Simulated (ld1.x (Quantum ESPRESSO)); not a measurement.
**What one change does to a pseudopotential (osmium (Os), ultrasoft)**

- Element: osmium (Os)
- Generator: ld1.x (Quantum ESPRESSO) 7.5
- Type: ultrasoft
- Functional: PBEsol
- Relativity: scalar-relativistic
- Frozen core: [Xe] 4f14
- Valence charge: 8
- Reference configuration: 5d6 6s1.75 6p0.25
- Partial waves: 6s (bound): rcut 2.10, rcutus 2.50 bohr; 6s channel at 0.35 Ry: rcut 2.10, rcutus 2.50 bohr; 6p (bound): rcut 2.40, rcutus 3.05 bohr; 6p channel at 0.65 Ry: rcut 2.40, rcutus 3.05 bohr; 5d (bound): rcut 1.90, rcutus 2.00 bohr; 5d channel at 0.25 Ry: rcut 1.90, rcutus 2.00 bohr
- Local potential: all-electron potential smoothed inside 1.55 bohr (lloc = -1)
- Core correction: a·sin(br)/r model core, default radius (core density twice the valence density)
- Augmentation charge: PSQ, radius 1.95 bohr

Change: augmentation PSQ, radius 1.90 bohr.

Cutoffs: the cutoffs (Ry, on a coarse ladder) from which the occupation-weighted sum of valence levels, in a spherical-Bessel basis at the reference potential, stays within 10 and 1 mRy of its value at 400 Ry; they do not see the model core or the augmentation charge, which bear on the density cutoff. Errors are all-electron minus pseudo energies relative to the spin-unpolarised reference configuration.

Question: Predict the effect on cutoff, ghosts and configuration errors.

Answer: The potential gets neither clearly harder nor softer (25 Ry and 40 Ry → 25 Ry and 40 Ry); both files keep a bound ghost (p, s); of the 7 tests that both files solve, the error grows in 0 and shrinks in 3 by more than 15 % and 0.3 meV (median size 12.3 → 9.8 meV).

```tsv
quantity	base	changed
cutoff, loose	25 Ry	25 Ry
cutoff, tight	40 Ry	40 Ry
bound ghosts	s, p	s, p
error for 5d6 6s2 6p0, meV [ΔE -1.25 eV]	+0.3	+0.3
error for 5d6 6s1 6p0, meV [ΔE 8.38 eV]	-5.1	-5.4
error for 5d6 6s0 6p0, meV [ΔE 25.32 eV]	-25	-27
error for 5d6 6s1.5 6p0, meV [ΔE 2.69 eV]	-1.3	-1.4
error for 5d6.5 6s1.5 6p0, meV [ΔE -1.19 eV]	-12	-9.8
error for 5d5 6s2 6p0, meV [ΔE 9.87 eV]	-66	-50
error for 5d7 6s1 6p0, meV [ΔE -0.92 eV]	-43	-34
s: phases at 3.28 bohr within 0.05 rad from the reference energy up to (Ry; the scan ends near 5)	2.5	2.5
p: phases at 3.28 bohr within 0.05 rad from the reference energy up to (Ry; the scan ends near 5)	3.2	3.2
d: phases at 3.28 bohr within 0.05 rad from the reference energy up to (Ry; the scan ends near 5)	to the end of the scan	to the end of the scan
lowest overlap eigenvalue by channel	s 0.26, p 0.34, d 0.93	s 0.26, p 0.34, d 0.93
```

 A true bound ghost makes a file unfit for plane-wave use even where its test errors are small: the radial tests pick states by their node count and pass the ghost by.
